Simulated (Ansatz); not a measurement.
NbF5, relaxed as a singlet with RKS r2SCAN-D4/def2-SVP in Ansatz, starting from the GFN2-xTB geometry. Force threshold 0.02 eV/Å.

In the def2 sets Nb takes a core potential; there is no spin–orbit coupling.

Start:

```csv
atom,x (Å),y (Å),z (Å)
Nb1,0.000,0.000,0.001
F2,-0.915,-1.033,-1.133
F3,0.915,1.033,1.132
F4,-1.477,1.029,0.254
F5,1.176,0.410,-1.324
F6,0.301,-1.439,1.070
```

Task: Estimate the energy that the relaxation releases and the steps that it takes.

Result: 0.32 eV, in 4 steps; 14 s on 2 threads of AMD EPYC 7R13 on a shared host. No frequencies were taken in this run, so the end may be a saddle point.

Task: Does the start keep its bonding and symmetry?

Result: By distances, no bond broke or formed. The bond that changes most is Nb1–F3, from 1.79 to 1.87 Å (atoms count from 1). Point group D3h at the start, D3h at the end, both within 0.05 Å.

Task: Predict the relaxed structure.

Result: 
```tsv
atom	x (Å)	y (Å)	z (Å)
Nb1	0.000	0.000	0.000
F2	-0.959	-1.083	-1.188
F3	0.959	1.083	1.187
F4	-1.495	1.042	0.258
F5	1.191	0.415	-1.340
F6	0.304	-1.457	1.083
```
Bond lengths: 5 × F–Nb 1.84 to 1.87 Å.
